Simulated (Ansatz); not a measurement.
The cluster Sn4O4⁻. Charge -1, multiplicity 2. Geometry PBE-D4/def2-SVPD; atoms count from 1.

Cartesian coordinates in Å:
```
Sn 1.692 -0.244 1.080
Sn 0.260 -0.298 -1.983
Sn -1.236 -1.348 0.862
Sn -0.716 1.890 0.041
O 0.630 -1.620 -0.258
O -1.559 0.052 -0.809
O 1.228 1.104 -0.601
O -0.299 0.464 1.668
```

In the def2 sets Sn takes a core potential; there is no spin–orbit coupling. The highest occupied level of the relaxed charge -1 doublet lies above zero (up to 0.64 eV). By energy differences its removal costs 0.41 eV (each at its own geometry, to the charge 0 singlet, at PBE0-D4/def2-SVP); self-interaction error and the lack of diffuse functions both raise the level. The structure comes from a short search, and lower isomers may exist.

Problem. Estimate the Mulliken populations from the PBE0/def2-SVP orbitals of Ansatz.

Solution. 
```csv
atom,charge (e),spin (α − β)
Sn1,0.48,0.28
Sn2,0.48,0.28
Sn3,0.48,0.28
Sn4,0.48,0.28
O5,-0.73,-0.03
O6,-0.73,-0.03
O7,-0.73,-0.03
O8,-0.73,-0.03
```
Mulliken values and Mayer orders depend strongly on the basis.

Problem. Where does the spin sit?

Solution. Summed by element: Sn 1.10, O -0.10, of 1 unpaired in all. Largest on single atoms: Sn2 0.28, Sn1 0.28, Sn3 0.28.

Problem. And the Mayer bond orders between bonded heavy atoms (over 0.3)?

Solution. Sn1–O5 0.61 (2.19 Å); Sn1–O7 0.60 (2.20 Å); Sn1–O8 0.61 (2.19 Å); Sn2–O5 0.60 (2.20 Å); Sn2–O6 0.61 (2.19 Å); Sn2–O7 0.61 (2.19 Å); Sn3–O5 0.61 (2.19 Å); Sn3–O6 0.60 (2.20 Å); Sn3–O8 0.61 (2.19 Å); Sn4–O6 0.61 (2.19 Å); Sn4–O7 0.61 (2.19 Å); Sn4–O8 0.60 (2.20 Å).
